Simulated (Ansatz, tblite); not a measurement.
Cost and result up the ladder for `Cc1cc(-c2sc(-c3sc(S)cc3C)cc2C)sc1S` (34 atoms). Charge 0, multiplicity 1. Geometry: r2SCAN-D4/def2-SVP.

```tsv
atom	x (Å)	y (Å)	z (Å)
C1	-5.1399	0.1311	2.5432
C2	-4.1235	-0.6084	1.7315
C3	-2.8910	-0.0441	1.3096
C4	-2.0824	-0.8975	0.5661
C5	-0.7793	-0.6100	0.0194
S6	-0.0437	0.9334	0.3834
C7	1.3707	0.5735	-0.5695
C8	2.4351	1.5401	-0.6946
S9	2.0926	3.2466	-0.5356
C10	3.7510	3.6732	-0.8372
S11	4.3297	5.3292	-0.7330
C12	4.5194	2.5424	-1.0280
C13	3.7921	1.3225	-0.9459
C14	4.4305	-0.0243	-1.1019
C15	1.2622	-0.6981	-1.1157
C16	0.0599	-1.3785	-0.7937
C17	-0.2535	-2.7551	-1.2961
S18	-2.8741	-2.4421	0.3775
C19	-4.2537	-1.9255	1.3064
S20	-5.6319	-3.0008	1.4967
H21	-4.7332	0.3946	3.5343
H22	-5.4276	1.0734	2.0491
H23	-6.0424	-0.4786	2.6900
H24	-2.5964	0.9821	1.5451
H25	3.6298	5.8297	-1.7813
H26	5.5933	2.5947	-1.2208
H27	4.3199	-0.4160	-2.1280
H28	3.9814	-0.7629	-0.4199
H29	5.5080	0.0327	-0.8900
H30	2.0175	-1.1238	-1.7774
H31	-1.1996	-2.7804	-1.8617
H32	0.5469	-3.1133	-1.9592
H33	-0.3553	-3.4788	-0.4698
H34	-5.2123	-3.6612	2.6068
```

Ansatz on 2 threads of AMD EPYC 7R13 on a shared host and a share (18 GiB) of an NVIDIA H100 80GB HBM3; xTB runs through tblite on one thread. Times are rough, summed over both states, and most runs start from the orbitals of an earlier one. PBE0-D4/def2-TZVP serves as the yardstick here, not as an exact answer. The other state is a doublet.

The xTB rows come from tblite. Single mean-field runs in def2-TZVP are fitted with def2-universal-jkfit.

Raw xTB energies of ions are shifted by several eV.

```csv
level,functions,wall time,vertical IE (eV),difference from PBE0-D4/def2-TZVP (eV)
GFN2-xTB,119,0.16 s,11.65,4.89
GFN1-xTB,133,0.18 s,12.15,5.39
PBE-D4/def2-TZVP,734,15 s,6.56,-0.20
PBE0-D4/def2-TZVP (with forces),734,22 s,6.76,0.00
```
